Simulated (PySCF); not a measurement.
# Charge on either side of a bond

Compound: C11H16O2.
Numbering: `[CH:1]#[C:2][C@@H:3]1[CH2:4][CH2:5][C@:6]2([CH2:7][O:8][CH3:9])[O:10][C@:11]12[CH2:12][CH3:13]` (hydrogens: H14 on C1; H15 on C3; H16, H17 on C4; H18, H19 on C5; H20, H21 on C7; H22, H23, H24 on C9; H25, H26 on C12; H27, H28, H29 on C13)

Structure used (PBE0-D3(BJ)/def2-SVP), in Å, numbered top down from 1:
```xyz
29
C11H16O2 angstrom
C     -4.069    1.274   -0.816
C     -3.020    1.030   -0.262
C     -1.753    0.724    0.386
C     -1.130    1.892    1.177
C      0.363    1.564    1.246
C      0.624    0.816   -0.040
C      1.957    0.173   -0.279
O      2.174   -0.788    0.713
C      3.432   -1.384    0.641
O      0.008    1.420   -1.171
C     -0.642    0.305   -0.579
C     -0.806   -0.930   -1.417
C     -0.824   -2.210   -0.593
H     -5.000    1.503   -1.302
H     -1.912   -0.131    1.069
H     -1.599    2.019    2.163
H     -1.284    2.819    0.608
H      0.991    2.463    1.342
H      0.604    0.893    2.086
H      2.750    0.950   -0.253
H      1.978   -0.273   -1.292
H      3.507   -2.115    1.458
H      3.585   -1.913   -0.321
H      4.247   -0.642    0.754
H      0.016   -0.951   -2.149
H     -1.735   -0.828   -2.002
H      0.085   -2.284    0.025
H     -0.875   -3.096   -1.242
H     -1.695   -2.249    0.080
```

Atomic charges (e) from the PBE0/pcSseg-1 density (PySCF):

```tsv
atom	Mulliken	IAO	Hirshfeld	ESP-fitted
C1	-0.4196	-0.2541	-0.1252	-0.3861
C2	+0.3843	-0.0286	-0.0365	-0.1704
C3	-0.2829	-0.1374	-0.0158	+0.3937
C4	-0.1156	-0.2481	-0.0659	-0.4569
C5	-0.0698	-0.2750	-0.0756	+0.0628
C6	-0.1935	+0.1941	+0.0574	+0.2118
C7	+0.2036	-0.0547	+0.0024	-0.1796
O8	-0.5157	-0.3863	-0.1259	-0.2517
C9	-0.0308	-0.1938	-0.0363	-0.1269
O10	-0.4026	-0.4187	-0.1548	-0.3886
C11	-0.0342	+0.2057	+0.0696	+0.0879
C12	-0.1216	-0.2631	-0.0702	+0.0247
C13	-0.2987	-0.4128	-0.1156	-0.3066
H14	+0.0590	+0.1985	+0.0916	+0.2936
H15	+0.1561	+0.1562	+0.0514	+0.0193
H16	+0.1245	+0.1422	+0.0436	+0.1259
H17	+0.1412	+0.1529	+0.0376	+0.1538
H18	+0.1281	+0.1389	+0.0433	+0.0506
H19	+0.1338	+0.1466	+0.0395	+0.0043
H20	+0.1081	+0.1175	+0.0362	+0.1162
H21	+0.1055	+0.1214	+0.0358	+0.1326
H22	+0.1263	+0.1560	+0.0514	+0.1109
H23	+0.0909	+0.1182	+0.0364	+0.0838
H24	+0.0942	+0.1185	+0.0365	+0.0749
H25	+0.1188	+0.1410	+0.0399	+0.0395
H26	+0.1406	+0.1460	+0.0382	+0.0477
H27	+0.1331	+0.1451	+0.0307	+0.0703
H28	+0.1182	+0.1407	+0.0425	+0.0942
H29	+0.1188	+0.1329	+0.0377	+0.0679
```

Problem. Cut each of the bonds C1–C2, C2–C3, C7–C6, O8–C7, C9–O8, C12–C11 and C13–C12 in turn and sum the charges on the side of the atom named first.

Solution. In e; the other side holds the opposite charge:

```json
{"bond cut": "C1–C2", "piece": "CH", "atoms": "2", "Mulliken": "-0.361", "IAO": "-0.056", "Hirshfeld": "-0.034", "ESP-fitted": "-0.092"}
{"bond cut": "C2–C3", "piece": "C2H", "atoms": "3", "Mulliken": "+0.024", "IAO": "-0.084", "Hirshfeld": "-0.070", "ESP-fitted": "-0.263"}
{"bond cut": "C7–C6", "piece": "C2H5O", "atoms": "8", "Mulliken": "+0.182", "IAO": "-0.003", "Hirshfeld": "+0.036", "ESP-fitted": "-0.040"}
{"bond cut": "O8–C7", "piece": "CH3O", "atoms": "5", "Mulliken": "-0.235", "IAO": "-0.187", "Hirshfeld": "-0.038", "ESP-fitted": "-0.109"}
{"bond cut": "C9–O8", "piece": "CH3", "atoms": "4", "Mulliken": "+0.281", "IAO": "+0.199", "Hirshfeld": "+0.088", "ESP-fitted": "+0.143"}
{"bond cut": "C12–C11", "piece": "C2H5", "atoms": "7", "Mulliken": "+0.209", "IAO": "+0.030", "Hirshfeld": "+0.003", "ESP-fitted": "+0.038"}
{"bond cut": "C13–C12", "piece": "CH3", "atoms": "4", "Mulliken": "+0.071", "IAO": "+0.006", "Hirshfeld": "-0.005", "ESP-fitted": "-0.074"}
```

Extremes among these pieces. Mulliken: lowest CH at C1, highest CH3 at C9; IAO: lowest CH3O at O8, highest CH3 at C9; Hirshfeld: lowest C2H at C2, highest CH3 at C9; ESP-fitted: lowest C2H at C2, highest CH3 at C9.

Problem. Do the schemes agree better on the pieces than on the single atoms at the cuts?

Solution. The spread between schemes averages 0.225 e for the pieces and 0.339 e for the atoms named first; it is smaller for the piece at 5 of the 7 cuts. On average they agree better on the pieces. The sign differs between schemes (beyond ±0.03 e) for C2H5O at C7 and CH3 at C13.

Isolated species at its PBE0-D3(BJ)/def2-SVP geometry (one conformer only).

The run behind these numbers computed NMR shieldings as well. The run took 68 s wall, 2.7 min CPU (grids of density and orbitals included) on 2 threads of an AMD EPYC 7B13, no GPU (shared host), and the process peaked at 2.2 GiB of memory.
